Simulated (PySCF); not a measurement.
**CdI₂: from structure and modes to constants**

These are results of PySCF, PBE0, basis Cd def2-SVP with ECP28, I def2-SVP with ECP28 (scalar-relativistic core potentials, no spin–orbit coupling, density fitting), not measurements.

The singlet minimum has D∞h symmetry. Masses (u): Cd 113.90336, I 126.90447.

```xyz
3
charge 0 multiplicity 1, angstrom
Cd    0.0000    0.0000    0.0000
I     0.0000    0.0000    2.5934
I     0.0000    0.0000   -2.5934
```

Harmonic wavenumbers (cm⁻¹): 57.6 (πu, ×2), 149.8 (σg+, ×1), 268.9 (σu+, ×1).

**Question.** What is the harmonic zero-point energy?

**Answer.** Half the sum of all 4 wavenumbers, 534/2 = 267 cm⁻¹, which is 3.2 kJ/mol (1 cm⁻¹ = 0.0119627 kJ/mol).

**Question.** Find the vibrational entropy and heat capacity at 298.15 K.

**Answer.** With u = 1.43878 ω/T, each mode gives S = R[u/(eᵘ−1) − ln(1−e⁻ᵘ)] and C = R u² eᵘ/(eᵘ−1)².
| ω (cm⁻¹) | u | S (J/(mol K)) | C (J/(mol K)) |
| --- | --- | --- | --- |
| 57.6 (×2) | 0.278 | 18.98 | 8.26 |
| 149.8 | 0.723 | 11.19 | 7.96 |
| 268.9 | 1.297 | 6.71 | 7.24 |
The sums over all modes are S = 55.9 and C = 31.7 J/(mol K); the softest mode gives 34 % of the entropy (each member, where degenerate).

**Question.** Give the standard entropy (298.15 K, 1 bar) by its translational, rotational, vibrational and spin parts, and Cp.

**Answer.** Sackur–Tetrode with M = 367.71 u gives 182.5; rotation with symmetry number 2 gives 85.3; vibration 55.9; spin R ln 1 = 0.0. The total is 323.7 J/(mol K), and Cp = 7/2 R + 31.7 = 60.8 J/(mol K).
